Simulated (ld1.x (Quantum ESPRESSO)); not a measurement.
**Configuration tests for S (Z = 16) (PAW)**

```
Element                 : sulfur (S)
Generator               : ld1.x (Quantum ESPRESSO) 7.5
Type                    : PAW
Functional              : revPBE
Relativity              : scalar-relativistic
Frozen core             : [Ne]
Valence charge          : 6
Reference configuration : 3s2 3p2.5 (charge +1.5)
Partial waves           : 3s (bound): rcut 1.30, rcutus 1.40 bohr; 3s channel at -1.85 Ry: rcut 1.30, rcutus 1.40 bohr; 3p (bound): rcut 1.00, rcutus 1.15 bohr; 3p channel at 2.2 Ry: rcut 1.00, rcutus 1.15 bohr; 3d channel at 0.2 Ry: rcut 1.05, rcutus 1.30 bohr
Local potential         : all-electron potential smoothed inside 0.90 bohr (lloc = -1)
Core correction         : Bessel-smoothed model core inside 0.90 bohr
Augmentation charge     : PSQ, radius 0.90 bohr
```

Energies are relative to the spin-unpolarised reference configuration 3s2 3p2.5; without spin polarisation the order of configurations can differ from experiment. Not all tests gave a result: test run stopped at test 6 of 7 (negative rho).

Question: Give the all-electron excitation energy and the error of the potential for: 3s2 3p4; 3s2 3p3; 3s2 3p2; 3s0 3p6; 3s2 3p3.5.

Answer:

| valence configuration | charge | ΔE all-electron (eV) | error AE − PS (meV) |
| --- | --- | --- | --- |
| 3s2 3p4 | 0 | -21.475 | -3.5 |
| 3s2 3p3 | +1 | -9.732 | -0.3 |
| 3s2 3p2 | +2 | 12.530 | -2.0 |
| 3s0 3p6 | 0 | -0.731 | -1.8 |
| 3s2 3p3.5 | +0.5 | -16.830 | -1.7 |

Levels in the configuration 3s2 3p3.5:

```
level  all-electron (eV)  pseudo (eV)
   3s            -22.225      -22.219
   3p            -11.678      -11.673
```

Note: ghost state, extra bound levels that the all-electron valence spectrum of the same l lacks: p at -58.5 eV. A true bound ghost makes a file unfit for plane-wave use.
